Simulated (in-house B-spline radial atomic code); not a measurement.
Values are calculated unless marked as measured or tabulated.
# Stopping and range of 50 keV Ti in Ge

The pair potential comes from two frozen, spherical free-atom densities (PBE, B-spline radial code, scalar-relativistic past argon): electrostatics plus the change in Thomas-Fermi kinetic and Dirac exchange energy where they overlap, the recipe behind the universal ZBL potential, which averages such potentials (from solid-state densities) over many pairs. It is written V = (Z1 Z2 e²/r) φ(r/a), with e² = 14.3996 eV·Å and a = 0.46850 Å/(Z1^0.23 + Z2^0.23); ZBL's fit is φ = 0.18175 e^(−3.1998x) + 0.50986 e^(−0.94229x) + 0.28022 e^(−0.4029x) + 0.02817 e^(−0.20162x). Where φ falls below 4e-4 it is continued as an exponential.

The target is taken as amorphous, with density 5.3234 g/cm³ (NSM archive of the Ioffe Institute); channelling is ignored. Masses: Ti 47.87, Ge 72.63 u. Nuclear stopping is S_n = 4π a Z1 Z2 e² M1/(M1 + M2) × s_n(ε), with s_n integrated over impact parameters for each pair. Electronic stopping is Lindhard and Scharff's S_e = Z1^(1/6) 8π e² a0 Z1 Z2/(Z1^(2/3) + Z2^(2/3))^(3/2) × v/v0, with a0 = 0.529177 Å and v = v0 at 24.801 keV/u; it misses the oscillations with Z1 seen in experiment, which reach tens of per cent. Compounds add by atom fraction.

```csv
target atom,a (Å),ε at this energy,"s_n, this pair","s_n, ZBL potential"
Ge,0.11010,0.3273,0.3676,0.3506
```

(1) What are the atom density and the stopping powers at entry?

Along the track:

```json
{"E (keV)": "2.5", "N S_n (eV/nm)": "504", "N S_e (eV/nm)": "60.2"}
{"E (keV)": "7.5", "N S_n (eV/nm)": "706", "N S_e (eV/nm)": "104"}
{"E (keV)": "15", "N S_n (eV/nm)": "819", "N S_e (eV/nm)": "147"}
{"E (keV)": "25", "N S_n (eV/nm)": "877", "N S_e (eV/nm)": "190"}
{"E (keV)": "37.5", "N S_n (eV/nm)": "901", "N S_e (eV/nm)": "233"}
{"E (keV)": "50", "N S_n (eV/nm)": "904", "N S_e (eV/nm)": "269"}
```

(2) Estimate the path length and the projected range.

## Answers

(1) N = 5.3234 × 0.602214/72.63 = 0.04414 atoms/Å³. For Ge: S_n = 5572 × 0.3676 = 2049 eV·Å², S_e = 2.7279 × √50000 = 610 eV·Å². Averaged over the target's atoms and times N × 10 Å/nm, the ion loses N S_n = 904 eV/nm to recoils and N S_e = 269 eV/nm to electrons; the nuclear share is 77 %.

(2) With continuous slowing down the path is the integral of dE/(N (S_n + S_e)). Trapezoids over the table give 48.1 nm, and the stretch below the first row, with stopping taken as √E, adds 2E/(N S) = 8.9 nm: 57 nm in all, against 55.4 nm on a fine grid from 5 eV. Deflections shorten the depth: to first order in the energy passed on, N (S_n + S_e) dR_p/dE = 1 − N S_n (M2/M1) R_p/(2E), summed over the target's atoms, and integrating this on the fine grid gives R_p = 29.4 nm, 0.53 of the path. Lindhard's rule of thumb R/(1 + M2/3M1), with mean M2/M1 = 1.52, gives 36.8 nm. On the ZBL potential the same equation gives 30.8 nm, and the full integral equation, which keeps hard collisions, 33.1 nm.
